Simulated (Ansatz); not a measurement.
Reaction (formal exchange of groups at the Si–H bond): `NC(=O)[SiH3]` + `CC(F)CCl` → `NC(=O)[SiH2]Cl` + `CC(C)F`

Program: Ansatz. Geometries: PBE0-D4/def2-TZVP. ΔE: electronic, gas phase. CCSD(T)/CBS is the MP2 limit (def2-TZVPP, def2-QZVPP) plus CCSD(T) − MP2 in def2-TZVPP, frozen cores. Each species was taken in one conformer, which may not be the lowest.

`NC(=O)[SiH3]`:

```xyz
9

N     1.190    0.693   -0.733
C     0.544   -0.430   -0.339
O     0.949   -1.547   -0.596
Si   -1.084   -0.255    0.670
H     2.044    0.607   -1.262
H     0.841    1.608   -0.512
H    -2.162   -0.919   -0.099
H    -0.880   -0.932    1.972
H    -1.441    1.174    0.899
```

`CC(F)CCl`:

Z-matrix (Å, degrees):
```
C
C 1 1.504
H 1 1.091 2 110.2
H 1 1.091 2 110.1 3 -119.9
H 1 1.093 2 110.3 3 120.1
F 2 1.393 1 108.9 3 179.5
C 2 1.515 1 114.5 3 -62.4
H 2 1.095 1 111.0 3 62.0
Cl 7 1.777 2 110.9 1 68.4
H 7 1.089 2 110.0 1 -172.7
H 7 1.090 2 110.9 1 -51.3
```

`NC(=O)[SiH2]Cl`:

Cartesian coordinates in Å:
```
N 0.981 -0.432 -1.134
C -0.262 -0.074 -0.762
O -1.209 0.012 -1.523
Si -0.649 0.341 1.060
Cl 1.038 0.158 2.242
H 1.167 -0.648 -2.102
H 1.726 -0.487 -0.462
H -1.123 1.738 1.132
H -1.670 -0.609 1.550
```

`CC(C)F`:

```xyz
11

C    -0.902    0.802   -0.448
C    -0.316   -0.470    0.110
C     1.156   -0.379    0.422
F    -0.502   -1.486   -0.830
H    -1.955    0.663   -0.698
H    -0.826    1.608    0.286
H    -0.366    1.104   -1.350
H    -0.872   -0.781    1.003
H     1.716   -0.091   -0.471
H     1.534   -1.339    0.776
H     1.333    0.370    1.198
```

```csv
level,ΔE (eV)
CCSD(T)/def2-TZVPP,-1.70
MP2/CBS(def2),-1.81
```

Q: What does CCSD(T)/CBS give? (Estimate.)

A: Ansatz gave: -1.74 eV. The listed levels differ from it by 0.04, -0.07 eV.

Largest T1 diagnostic among the species: 0.016.

From PBE to PBE0 (25 % exact exchange), in def2-TZVPP and without D4, ΔE moves by −0.04 eV.
